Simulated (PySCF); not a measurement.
Computed IR spectrum (relative IR intensity) of a molecule C4H9NSi. Geometry: PBE0-D3(BJ)/def2-SVP. One conformer was computed; it need not be the lowest. Calculation: PySCF with PBE0-D3(BJ)/def2-SVP. Frequencies are harmonic and unscaled.

ν (cm⁻¹): 166 (w), 232 (w), 275 (w), 404 (vs), 460 (w), 611 (w), 620 (w), 665 (m), 691 (w), 729 (m), 810 (w), 853 (m), 882 (m), 921 (s), 952 (m), 970 (m), 1113 (w), 1117 (m), 1201 (vw), 1231 (w), 1408 (vw), 1411 (w), 1546 (m), 1710 (w), 2226 (vs), 3048 (w), 3055 (w), 3100 (vw), 3104 (vw), 3190 (m), 3605 (w), 3704 (w) (against the strongest line: vs over 80 %, s over 45 %, m over 15 %, w over 4 %, vw less)

### Question
Pick the molecule that these values belong to.
A. N[SiH]1CC=CC1
B. CC1=C[Si@H](N)C1
C. C[Si]1(C)C=NC1
D. C#C[C@@](C)(N)[SiH3]

### Answer
A, N[SiH]1CC=CC1
